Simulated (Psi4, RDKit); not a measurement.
Relaxed torsion scan: C₈H₇NO, SMILES COc1cccc(C#N)c1, singlet. Scanned: dihedral C1–O2–C3–C4; all other coordinates were relaxed at GFN2-xTB. Points at φ and −φ are mirror images. Heavy atoms are numbered in the order of the SMILES COc1cccc(C#N)c1, hydrogens after them in the order of the atoms that carry them; the mirror image has the same energies with the sign of each dihedral reversed.

- PBE/def2-SVP // GFN2-xTB (Psi4)
- MMFF94 // GFN2-xTB (RDKit)
- PBE-D3(BJ)/def2-SVP // GFN2-xTB (Psi4)

Energies relative to the lowest point of each profile, in kcal/mol:

```
φ / °  PBE/def2-SVP  MMFF94
-----  ------------  ------
-150            1.6     1.0
-120            4.3     2.3
-90             5.1     2.5
-60             4.2     2.1
-30             1.7     0.6
0               0.4     0.0
30              1.7     0.6
60              4.2     2.1
90              5.1     2.5
120             4.3     2.3
150             1.6     1.0
180             0.0     0.3
```

**Question.** Estimate the PBE-D3(BJ)/def2-SVP values at these points.

**Answer.** -150: 1.6; -120: 4.3; -90: 5.1; -60: 4.3; -30: 1.8; 0: 0.4; 30: 1.8; 60: 4.3; 90: 5.1; 120: 4.3; 150: 1.6; 180: 0.0 (kcal/mol).
